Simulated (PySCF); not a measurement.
## Excitation energy of Ar+ by level of theory

Ar+ [Ne] 3s2 3p5 (2P) → Ar+ [Ne] 3s1 3p6 (2S), as a difference of total energies. Computed with PySCF 2.14 in x2c-TZVPPall, with the spin-free X2C one-electron Hamiltonian (Gaussian nucleus). Correlated levels: valence: [Ne] frozen. The calculations carry no spin-orbit coupling.

Task: Order these methods by the excitation energy they give, lowest first.
A. MP2 (valence)
B. SCS-MP2 (valence)
C. CCSD(T) (valence)
D. CCSDT (valence)

Result: C (110960 cm⁻¹), D (111510 cm⁻¹), B (126250 cm⁻¹), A (128620 cm⁻¹).

Errors of the correlated levels include the incompleteness of this basis and the frozen core.

The coupled-cluster amplitudes are large for the upper state (T1 above 0.03 or a double amplitude above 0.15), so a single reference is strained.

For comparison: 108240 cm⁻¹ (measured; NIST levels, between the centres of gravity of the two terms).
